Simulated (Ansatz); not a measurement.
Geometry optimisation, RKS B3LYP/def2-SVP (Ansatz 0.2.0).

The input (input.yaml):

```yaml
crystal:
  periodic: [false, false, false]
  atoms:
    - { symbol: O, position_ang: [0.1861, 0.9249, -1.6023] }
    - { symbol: B, position_ang: [0.3584, 0.4962, -0.2511] }
    - { symbol: O, position_ang: [1.3563, 1.1252, 0.5649] }
    - { symbol: Si, position_ang: [-0.6305, -0.9472, 0.4575] }
    - { symbol: H, position_ang: [-0.5428, 1.6748, -1.5419] }
    - { symbol: H, position_ang: [2.2103, 0.617, 0.3948] }
    - { symbol: H, position_ang: [-1.6331, -1.4077, -0.5574] }
    - { symbol: H, position_ang: [0.2178, -2.0546, 0.8289] }
    - { symbol: H, position_ang: [-1.4339, -0.475, 1.6895] }
basis:
  gaussian: { orbitals: def2-SVP }
hamiltonian:
  xc: b3lyp
relax:
  f_tol: 0.015
  max_steps: 40
output:
  orbitals: {}
```

Launched with:

```bash
$ ansatz run input.yaml --threads 1 --pin off --max-ram 2048MiB --backend cpu --events-out ev --progress --plain --runs-dir out
```

**Question.** Where does it end, and by what steps?

**Answer.** It converged. After 9 steps the energy has fallen by 1.475 eV; H5 moved furthest, 1.07 Å.

```json
{"step": "0", "energy less start (eV)": "0.0000", "largest force component (eV/Å)": "2.842", "accepted": "yes"}
{"step": "1", "energy less start (eV)": "-0.4663", "largest force component (eV/Å)": "1.936", "accepted": "yes"}
{"step": "2", "energy less start (eV)": "-0.7161", "largest force component (eV/Å)": "0.779", "accepted": "yes"}
{"step": "3", "energy less start (eV)": "-0.9286", "largest force component (eV/Å)": "1.333", "accepted": "yes"}
{"step": "4", "energy less start (eV)": "-1.1631", "largest force component (eV/Å)": "0.718", "accepted": "yes"}
{"step": "5", "energy less start (eV)": "-1.3491", "largest force component (eV/Å)": "0.496", "accepted": "yes"}
{"step": "6", "energy less start (eV)": "-1.4657", "largest force component (eV/Å)": "0.118", "accepted": "yes"}
{"step": "7", "energy less start (eV)": "-1.4691", "largest force component (eV/Å)": "0.255", "accepted": "yes"}
{"step": "8", "energy less start (eV)": "-1.4751", "largest force component (eV/Å)": "0.100", "accepted": "yes"}
{"step": "9", "energy less start (eV)": "-1.4754", "largest force component (eV/Å)": "0.009", "accepted": "yes"}
```

```xyz
9
Properties=species:S:1:pos:R:3
O -0.047 0.981 -1.424
B 0.324 0.434 -0.230
O 1.398 0.855 0.500
Si -0.785 -1.100 0.530
H 0.509 1.710 -1.739
H 1.905 1.587 0.119
H -1.907 -1.480 -0.379
H 0.063 -2.312 0.753
H -1.372 -0.721 1.854
```

The run took 31 s on 1 thread of Arm Neoverse V2 (shared host), peak memory 0.16 GiB.
